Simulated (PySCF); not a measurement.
Core-level binding energies of ethylboronic acid

Species: ethylboronic acid, C2H7BO2.
Z-matrix (Å and degrees, PBE0-D3(BJ)/def2-SVP geometry), rows numbered from 1:
```
C 
C   1  1.5250
B   2  1.5803  1  114.56
O   3  1.3603  2  119.10  1   -32.33
O   3  1.3690  2  123.63  1   149.14
H   1  1.1002  2  110.88  3    55.31
H   1  1.1013  2  112.19  3   176.07
H   1  1.1016  2  111.33  3   -63.52
H   2  1.1077  1  109.49  3  -119.04
H   2  1.1050  1  110.57  3   125.81
H   4  0.9638  3  111.22  2  -178.20
H   5  0.9608  3  112.69  2    -1.95
```

Computed with delta-SCF UKS SCAN, pcX-2 on the ionised atom, pcseg-1 elsewhere, spin-free X2C in PySCF 2.14.0. Binding energies are ΔSCF values: E(core-ionised, relaxed orbitals) − E(ground state) at a fixed geometry, referred to the vacuum level.

Question: Give the core binding energies atom by atom.

Answer: 
| atom(s) | bonded to | level | binding energy (eV) | above the level's lowest (eV) | count |
| --- | --- | --- | --- | --- | --- |
| O4/O5 | H and B | O 1s | 538.94 | 0.00 | 2 |
| C1 | C and 3 H | C 1s | 290.46 | +0.26 | 1 |
| C2 | C, 2 H and B | C 1s | 290.20 | 0.00 | 1 |
| B3 | 2 O and C | B 1s | 197.15 | 0.00 | 1 |

The listed C 1s values span 0.26 eV, from C2 (bonded to C, 2 H and B) to C1 (bonded to C and 3 H).

Question: Express the binding energy of C 1s of C2 in atomic units and per mole.

Answer: 290.20 eV = 10.6647 Eh = 28000 kJ/mol.

Topologically equivalent atoms share the value of their first member; where this conformer doesn't relate them by symmetry, their own values could differ. Isolated species at its PBE0-D3(BJ)/def2-SVP geometry (one conformer only).
